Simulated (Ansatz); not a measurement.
Coupled-cluster diagnostics for the cluster B7N6⁺, Ansatz.

Geometry of the singlet (PBE-D4/def2-SVP):

```xyz
13

B     0.9388    0.1857   -0.8822
B    -1.3108    1.6647   -0.0785
B     2.6756   -0.6714   -1.6973
B    -2.7321    1.2361    1.3574
B    -1.6078   -0.5286    1.6553
B     1.9628   -1.8290   -0.3349
B    -0.2976   -0.4981    0.5795
N     3.0131   -1.8789   -1.1468
N    -2.4157    2.1791    0.4602
N     0.8550   -1.1364    0.0856
N     1.9021    0.4284   -1.8234
N    -0.3090    0.7597   -0.2680
N    -2.6745    0.0886    2.0931
```

Correlated methods freeze 13 core orbitals. Another isomer (singlet) lies 1.74 eV lower at PBE0-D4/def2-TZVP; other spin states weren't run for this one.

Task: Estimate the CCSD(T) correlation energy, the shares of MP2 and (T), T1 and the reference's ⟨S²⟩ for: charge 1, singlet, own geometry in def2-SVP; and the rough time on 6 threads of Intel Xeon on a shared host.

Result: 
```json
{"state": "charge 1, singlet, own geometry", "basis": "def2-SVP", "correlation (eV)": "-41.489", "MP2 share (%)": "93.6", "(T) share (%)": "4.7", "T1": "0.022", "⟨S²⟩ (pure)": "0.00 (0.00)", "wall time": "2 min", "remarks": "large T1"}
```
Customary marks for T1 are 0.02 (closed shells), 0.045 (open shells) and about 0.05 (3d metals). T1 exceeds 0.02 in 1 of 1 rows and 0.045 in 0; the higher it lies, the less the single-reference result can be trusted.
